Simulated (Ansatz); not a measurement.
`C[Si](O)([SiH3])Cl` → `C[Si]Cl` + silanol at 700 K and 1 bar (silylene formation by 1,1-elimination).

Gas-phase electronic energies from Ansatz, PBE0-D4/def2-TZVP geometries. CCSD(T)/CBS is the MP2 limit (def2-TZVPP, def2-QZVPP) plus CCSD(T) − MP2 in def2-TZVPP, frozen cores. One conformer a species, not always the lowest.

```tsv
species	CCSD(T)/CBS energy (Eh)	H − E (kJ/mol)	S (J/(mol·K))
`C[Si](O)([SiH3])Cl`	-1155.49045	301.5	535.4
`C[Si]Cl`	-788.72093	144.7	366.5
`O[SiH3]`	-366.69042	144.6	321.6
```

H − E and S are ideal-gas, rigid-rotor, harmonic terms from PBE0-D4/def2-TZVP, for one conformer and one mirror image of each species. 1 Eh = 2625.50 kJ/mol, R = 8.31446 J/(mol·K).

Task: By hand: ΔE, ΔH, ΔS and ΔG.

Result: ΔE = (-788.72093) + (-366.69042) − (-1155.49045) = 0.07910 Eh = 207.7 kJ/mol. Δ(H − E) = 144.7 + 144.6 − 301.5 = -12.2, so ΔH = 195.5 kJ/mol. ΔS = 366.5 + 321.6 − 535.4 = 152.7 J/(mol·K). ΔG = 195.5 − 700 × (152.7)/1000 = 88.6 kJ/mol.

Task: By hand: the equilibrium constant, and the temperature at which ΔG would vanish if ΔH and ΔS stayed fixed.

Result: log₁₀ K = −ΔG/(RT ln 10) = -6.6. ΔG = 0 at ΔH/ΔS = 1280 K.

The number of gas molecules changes by +1, which sets the sign of ΔS. A doubt of 5 kJ/mol in ΔE shifts log₁₀ K by 0.4 here. Other conformers and mirror images would add mixing entropy, several J/(mol·K) or more a flexible species. These are equilibria of isolated gas molecules and say nothing of rates. Largest T1 diagnostic: 0.012 (customary marks: 0.02 for closed shells, 0.045 for open ones).
